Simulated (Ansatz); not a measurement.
One change: `N#C[SiH2][GaH2]` becomes `CC[SiH2]C#N`.

Ansatz, PBE0-D4/def2-TZVP geometries, multiplicity 1. Each molecule was computed in one conformer, which needn't be the lowest.

Scalar relativity is left out up to krypton.

```csv
property,`N#C[SiH2][GaH2]`
size of the dipole moment (ωB97M-V/def2-TZVPP) / D,3.86
size of the dipole moment (B3LYP/def2-TZVPP) / D,3.87
HOMO–LUMO gap (PBE0/def2-TZVPP) / eV,5.52
LUMO energy (B3LYP/def2-TZVPP) / eV,-2.92
zero-point energy (PBE0-D4/def2-TZVP) / kJ/mol,100.9
HOMO energy (B3LYP/def2-TZVPP) / eV,-7.98
```

Problem. What does the change do to each property? (Best estimate.)

Solution. Computed: 
| property | `CC[SiH2]C#N` | shift |
| --- | --- | --- |
| size of the dipole moment (ωB97M-V/def2-TZVPP) / D | 3.99 | 0.13 |
| size of the dipole moment (B3LYP/def2-TZVPP) / D | 4.01 | 0.14 |
| HOMO–LUMO gap (PBE0/def2-TZVPP) / eV | 8.57 | 3.05 |
| LUMO energy (B3LYP/def2-TZVPP) / eV | -0.71 | 2.21 |
| zero-point energy (PBE0-D4/def2-TZVP) / kJ/mol | 239.2 | 138.3 |
| HOMO energy (B3LYP/def2-TZVPP) / eV | -8.85 | -0.87 |

With PBE0 the HOMO falls by 0.87 eV and the LUMO rises by 2.18 eV, so the gap widens by about 3.05 eV. PBE moves the HOMO by -0.67 eV and ωB97M-V by -1.10 eV. The zero-point energy changes by 138.3 kJ/mol with +12 modes. Dipoles are sizes alone; their direction can turn.

B3LYP here is the variant with VWN-RPA as its local correlation; programs differ in this.
